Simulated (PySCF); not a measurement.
## Excitation energy of Hg²⁺ by level of theory

Hg²⁺ [Xe] 4f14 5d10 (1S) → Hg²⁺ [Xe] 4f14 5d9 6s1, s spin flipped, as a difference of total energies. Calculation: PySCF 2.14, in def2-TZVPPD with the def2 core potential (60 electrons) (6s6p3d2f1g, 62 functions); a scalar-relativistic core potential. Correlated levels: valence: 5s2 5p6 frozen. The calculations carry no spin-orbit coupling.

```
           method  excitation energy (eV)
              UHF                   6.375
    MP2 (valence)                   6.728
SCS-MP2 (valence)                   6.683
```

Q: How much does correlation contribute at MP2 (valence)?

A: 6.728 − (6.375) = 0.353 eV, measured against UHF.

The upper determinant mixes two multiplicities, so it lies between the two terms.
